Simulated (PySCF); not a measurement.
## Worked example: chemical shift, span and skew from a shielding tensor

B(H)2(SMe) (CH5BS), SMILES S(B)C. Atoms are numbered in the order given.

```xyz
8

B     -0.6066    -1.4541     0.0000
H     -0.1615    -2.5556     0.0000
H     -1.7744    -1.2315     0.0000
S      0.5702    -0.1513     0.0000
C     -0.4004     1.3951     0.0000
H     -0.1449     1.9717     0.8869
H     -0.1449     1.9717    -0.8869
H     -1.4626     1.1655     0.0000
```
Charge 0, spin multiplicity 1.

Geometry optimised at B3LYP-D3(BJ)/def2-TZVP.

GIAO shieldings from PBE0/pcSseg-2 (PySCF), non-relativistic, no solvent. The symmetric part of the tensor of C5 has the principal values 131.5, 149.9, 190.5 ppm. The same nucleus in TMS has σ = 186.1 ppm at this level (PySCF, at its B3LYP-D3(BJ)/def2-TZVP geometry).

Question: Work out the isotropic shielding, the ¹³C shift against TMS, the span and the skew.

Answer: 
σ(iso) = (σ11 + σ22 + σ33)/3 = 157.3 ppm. δ = σ(ref) − σ(iso) = 186.1 − (157.3) = 28.8 ppm.
Span Ω = σ33 − σ11 = 59.0 ppm. Skew κ = 3(σ(iso) − σ22)/Ω = 0.38. Tumbling in solution averages the tensor to δ; in a static solid the shielding alone would spread this spin-1/2 line over Ω.
